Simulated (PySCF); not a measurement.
Species: C7H14Ge.
SMILES: `CC(C)C1=C[CH2][GeH2][CH2]1`

Level of theory: PySCF, TDDFT wB97X-D/def2-SVPD, vertical, gas phase, core orbitals frozen in the response. Isolated species at its PBE0-D3(BJ)/def2-SVP geometry (one conformer only). The wB97X-D/def2-SVPD calculation is non-relativistic and has no spin–orbit coupling, an omission that weighs most on germanium.

Each state is given a Gaussian of 0.5 eV full width at half maximum, with ε(max) = 2.175×10⁸ f / Δν̃ (Δν̃ the width in cm⁻¹). The cross-section is σ = 3.8235×10⁻²¹ ε cm², given in Mb (10⁻¹⁸ cm²). The width is an assumption, not a result. The curve ends short of the highest state used, and states not computed would add to its high-energy end.

| E (eV) | σ (Mb) |
| --- | --- |
| 5.81 | 0.00 |
| 5.85 | 0.01 |
| 5.90 | 0.02 |
| 5.94 | 0.05 |
| 5.99 | 0.10 |
| 6.03 | 0.19 |
| 6.08 | 0.39 |
| 6.12 | 0.66 |
| 6.16 | 1.08 |
| 6.21 | 1.94 |
| 6.25 | 2.98 |
| 6.30 | 4.88 |
| 6.34 | 6.97 |
| 6.39 | 10.40 |
| 6.43 | 13.79 |
| 6.48 | 18.72 |
| 6.52 | 23.00 |
| 6.57 | 28.37 |
| 6.61 | 32.27 |
| 6.66 | 36.13 |
| 6.70 | 38.03 |
| 6.75 | 38.62 |
| 6.79 | 37.60 |
| 6.84 | 34.64 |
| 6.88 | 31.21 |
| 6.93 | 26.11 |
| 6.97 | 21.81 |
| 7.02 | 16.64 |
| 7.06 | 12.96 |
| 7.11 | 9.13 |
| 7.15 | 6.75 |
| 7.20 | 4.58 |
| 7.24 | 3.40 |
| 7.29 | 2.50 |
| 7.33 | 2.14 |
| 7.38 | 2.04 |

(1) Locate the maxima and give the states behind the curve.

(2) On this curve, what absorbance would a 10⁻⁵ mol/L sample give at 193 nm over a 1 cm path?

(3) Coming from long wavelengths, where does ε first pass 100 L mol⁻¹ cm⁻¹?

Results:

(1) 184 nm (6.74 eV), ε about 10000, made up of S2 (98%) (ε in L mol⁻¹ cm⁻¹; maxima over ε = 5, shares over 10%). At its high-energy end, 7.38 eV, the curve is still rising (ε about 530, from S2, S4, S7 and S8). The states used: S1 6.56 eV (f 0.0057); S2 6.74 eV (f 0.183); S3 7.13 eV (f 0.0004); S4 7.24 eV (f 0.0029); S5 7.57 eV (f 0.0008); S6 7.64 eV (f 0.0002); S7 7.71 eV (f 0.0074); S8 7.83 eV (f 0.023); S9 7.88 eV (f 0.0008); S10 7.98 eV (f 0.0007).

(2) 193 nm is 6.424 eV, where ε is about 3500 L mol⁻¹ cm⁻¹, so A = ε c l ≈ 0.035 (Beer–Lambert, with the gas-phase spectrum and the assumed width).

(3) At about 204 nm (6.08 eV), 0.48 eV below S1.

All these states lie below the vertical ionisation energy of 8.52 eV (ΔSCF).
